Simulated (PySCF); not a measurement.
HNSi, SMILES [NH+]#[Si-].

The structure is a stationary point at PBE0-D3(BJ)/def2-TZVPD.

Two levels are set side by side: TDA-PBE/def2-TZVPD (PySCF) and TDA-M06-2X/def2-TZVPD (PySCF). Vertical, same geometry. The lowest singlet is HOMO→LUMO 50 %, HOMO−1→LUMO+1 50 % with PBE and HOMO→LUMO 48 %, HOMO−1→LUMO+1 48 % with the other functional; states are paired by order. Differences are taken from unrounded values.

```csv
quantity,TDA-M06-2X
lowest singlet excitation (eV),4.70
lowest triplet excitation (TDA) (eV),4.16
first bright state (f over 0.05) (eV),6.83
its oscillator strength,0.13
```

**Question.** What does TDA-PBE give, and how far is it from TDA-M06-2X? (The exact figures need the calculation; the answer reports its results.)

**Answer.** 
```json
[
 {"quantity": "lowest singlet excitation (eV)", "TDA-PBE": "4.80", "TDA-PBE minus TDA-M06-2X": "0.09"},
 {"quantity": "lowest triplet excitation (TDA) (eV)", "TDA-PBE": "3.92", "TDA-PBE minus TDA-M06-2X": "-0.24"},
 {"quantity": "first bright state (f over 0.05) (eV)", "TDA-PBE": "6.66", "TDA-PBE minus TDA-M06-2X": "-0.17"},
 {"quantity": "its oscillator strength", "TDA-PBE": "0.07", "TDA-PBE minus TDA-M06-2X": "-0.06"}
]
```

Rough cost on one machine, each run with all the roots and properties that it gave: TDA-M06-2X against TDA-PBE about 7 times.
